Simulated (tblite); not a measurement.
Compound: C₁₂H₆O₂.
SMILES: `O=C1C(=O)C2=C3C(=CC=C2)C=CC=C13`

The geometry is computed with GFN2-xTB (gas phase).

Take the most abundant isotopes and a rigid rotor. 

(1) What are A, B and C (cm⁻¹)?

(2) What kind of rotor is it?

(3) What does the inertial defect say?

(4) Give the coordinates in the principal-axis frame, origin at the centre of mass.

(5) Where do the levels up to J = 3 lie, in MHz?

## Answers

(1) Ia = 483.53, Ib = 611.77, Ic = 1095.30 u·Å²; 505379 MHz·u·Å²/I gives 1045, 826.1 and 461.4 MHz, that is A = 0.03486, B = 0.02756, C = 0.01539 cm⁻¹.

(2) An asymmetric top. Ray's parameter κ = (2B − A − C)/(A − C) = 0.249; −1 is the prolate and +1 the oblate limit.

(3) Planar: Δ = Ic − Ia − Ib = 0.00 u·Å². For a rigid frame Δ = −2 Σ m c², so it vanishes when all atoms lie in the ab plane; here none is more than 0.01 Å from it.

(4) The sense of each axis is arbitrary; atoms in the order of the calculation.
| atom | mass (u) | a (Å) | b (Å) | c (Å) |
| --- | --- | --- | --- | --- |
| O1 | 15.995 | 2.780 | 1.480 | 0.001 |
| C2 | 12.000 | 1.800 | 0.783 | 0.000 |
| C3 | 12.000 | 1.800 | -0.782 | 0.000 |
| O4 | 15.995 | 2.780 | -1.480 | -0.002 |
| C5 | 12.000 | 0.379 | -1.179 | 0.000 |
| C6 | 12.000 | -0.256 | -2.397 | 0.001 |
| C7 | 12.000 | -1.663 | -2.417 | 0.001 |
| C8 | 12.000 | -2.419 | -1.269 | 0.000 |
| C9 | 12.000 | -1.797 | 0.000 | -0.001 |
| C10 | 12.000 | -2.419 | 1.269 | -0.002 |
| C11 | 12.000 | -1.663 | 2.417 | 0.000 |
| C12 | 12.000 | -0.256 | 2.396 | 0.001 |
| C13 | 12.000 | 0.379 | 1.179 | 0.001 |
| C14 | 12.000 | -0.397 | 0.000 | 0.000 |
| H15 | 1.008 | 0.304 | -3.319 | 0.002 |
| H16 | 1.008 | -2.162 | -3.375 | 0.002 |
| H17 | 1.008 | -3.498 | -1.329 | -0.001 |
| H18 | 1.008 | -3.497 | 1.330 | -0.004 |
| H19 | 1.008 | -2.162 | 3.375 | -0.001 |
| H20 | 1.008 | 0.305 | 3.318 | 0.003 |

(5) Above 0(0,0):
J = 1: 1(0,1) 1287, 1(1,1) 1507, 1(1,0) 1871
J = 2: 2(0,2) 3644, 2(1,2) 3717, 2(1,1) 4811, 2(2,1) 5468, 2(2,0) 5687
J = 3: 3(0,3) 6903, 3(1,3) 6920, 3(1,2) 9007, 3(2,2) 9331, 3(2,1) 10153, 3(3,1) 11451, 3(3,0) 11552
Those of J = 1 are B + C, A + C and A + B.

Its GFN2-xTB frequencies are all real (lowest 65 cm⁻¹). These are rigid-rotor constants of the computed structure; measured ground-state constants (B0) also hold zero-point vibration.
